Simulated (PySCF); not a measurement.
F2OS, SMILES O=S(F)F. Atoms are numbered in the order given.

```xyz
4

O      1.3643     0.3468     0.0000
S      0.1599    -0.4034     0.0000
F     -0.7485     0.2044     1.1520
F     -0.7485     0.2044    -1.1520
```
Charge 0, spin multiplicity 1.

Coordinates come from a PBE0-D3(BJ)/def2-TZVP optimisation.

Level of theory: M06-2X/def2-TZVPD in PySCF.

Mulliken values depend strongly on the basis, most of all with diffuse functions as here. Atomic charges (e):

| atom | IAO | Mulliken |
|---|---|---|
| O1 | ? | -0.45 |
| S2 | ? | 0.88 |
| F3 | ? | -0.21 |
| F4 | ? | -0.21 |

Problem. Fill in the missing entries. (An estimate is asked for; the answer gives what the named calculation found.)

Solution. 
- O1, IAO: -0.81
- S2, IAO: 1.77
- F3, IAO: -0.48
- F4, IAO: -0.48
